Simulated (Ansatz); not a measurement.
C4H6BCl, SMILES `CC1=CB(Cl)C1`, relaxed with RKS PBE-D4/def2-SVP in Ansatz from a rough embedded geometry. The force threshold is 0.03 eV/Å; the program also tests the step.

The species carries charge 0 and has multiplicity 1.

Start:

```xyz
12

C    -1.249   -0.623    1.223
C    -0.193   -0.186    0.224
C     0.745   -0.836   -0.524
B     1.253    0.388   -1.304
Cl    2.491    0.943   -2.541
C     0.227    1.090   -0.389
H    -1.920   -1.328    0.790
H    -1.730    0.280    1.578
H    -0.677   -1.100    2.139
H     1.014   -1.930   -0.594
H     0.650    1.783    0.377
H    -0.611    1.519   -0.980
```

**Question.** How much energy does the relaxation release, and in how many steps? (Estimate.)

**Answer.** The calculation gave: 112.53 kJ/mol, in 11 steps, 1 of them rejected.

**Question.** Which bonds change most? (Best estimate.)

**Answer.** Computed: B4–Cl5 from 1.835 to 1.759 Å; C1–H9 from 1.181 to 1.112 Å; B4–C6 from 1.544 to 1.609 Å; C2–C6 from 1.476 to 1.537 Å.

**Question.** Give the relaxed structure. (Best estimate.)

**Answer.** Computed: 
```xyz
12

C    -1.145   -0.619    1.161
C    -0.137   -0.232    0.136
C     0.647   -0.969   -0.722
B     1.214    0.357   -1.256
Cl    2.380    0.818   -2.490
C     0.297    1.195   -0.235
H    -1.289   -1.715    1.228
H    -2.122   -0.137    0.938
H    -0.841   -0.232    2.158
H     0.705   -2.060   -0.843
H     0.799    1.759    0.581
H    -0.508    1.836   -0.656
```
